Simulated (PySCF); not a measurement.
CH3BrF2Ge, SMILES [CH3][Ge]([F])([F])[Br].

Geometry: TPSSh-D3(BJ)/def2-SVP.

All values below come from TDA-PBE/def2-SVPD in PySCF.

Vertical excitations. The molecule is in vacuum. State labels are in the subgroup Cs.

### Question
List the lowest excited states. (Estimate from the structure and the level; the computed values follow.)

### Answer

```
state  symmetry  energy (eV)  λ (nm)      f                                              main pairs
-----  --------  -----------  ------  -----  ------------------------------------------------------
S1           A'         5.86     211  0.027                                          HOMO→LUMO 98 %
S2           A"         5.86     211  0.013                                        HOMO−1→LUMO 99 %
S3           A'         7.12     174  0.154                    HOMO−2→LUMO 78 %, HOMO−1→LUMO+1 12 %
S4           A"         7.37     168  0.001                                        HOMO→LUMO+1 97 %
S5           A'         7.42     167  0.009                                        HOMO→LUMO+2 97 %
S6           A"         7.45     166  0.005                                      HOMO−1→LUMO+2 96 %
S7           A'         7.56     164  0.018  HOMO−1→LUMO+1 61 %, HOMO→LUMO+3 25 %, HOMO−4→LUMO 10 %
S8           A"         7.59     163  0.006                                        HOMO−3→LUMO 96 %
S9           A"         7.76     160  0.011                    HOMO−1→LUMO+3 74 %, HOMO−5→LUMO 25 %
S10          A"         7.79     159  0.002                    HOMO−5→LUMO 74 %, HOMO−1→LUMO+3 25 %
T1           A'         5.38     231      0                                         HOMO→LUMO 100 %
T2           A"         5.42     229      0                                       HOMO−1→LUMO 100 %
T3           A'         6.24     199      0                                        HOMO−2→LUMO 98 %
T4           A'         7.11     174      0                                      HOMO−1→LUMO+1 87 %
```
Triplets are in the Tamm–Dancoff approximation.
